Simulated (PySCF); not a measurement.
**Cr²⁺: interval between two levels**

Cr²⁺ [Ar] 3d4 [5D4, M_J = 4] → Cr²⁺ [Ar] 3d3 4p1 [5G6, M_J = 6], as a difference of total energies. All numbers are calculated (PySCF 2.14, the two-component X2C-1e Hamiltonian, in x2c-TZVPall-2c (6s7p4d1f, 54 functions)). Correlated levels: [Ne] frozen; the 6 highest virtual spinors dropped. "Screened" scales the spin-orbit matrix elements by Boettger's factors to mimic the two-electron term; Breit and QED terms are absent.

```json
{"method": "GHF (spin-free)", "interval between two levels (cm⁻¹)": "88228"}
{"method": "GMP2 (spin-free)", "interval between two levels (cm⁻¹)": "92349"}
{"method": "GHF (screened spin-orbit)", "interval between two levels (cm⁻¹)": "88668"}
{"method": "GMP2 (screened spin-orbit)", "interval between two levels (cm⁻¹)": "92813"}
```

The labels give the starting determinants; with spin-orbit coupling the two ends relaxed to ⟨J²⟩ = 20.00, ⟨L²⟩ = 6.01, ⟨S²⟩ = 6.00 and ⟨J²⟩ = 42.00, ⟨L²⟩ = 20.01, ⟨S²⟩ = 6.00.
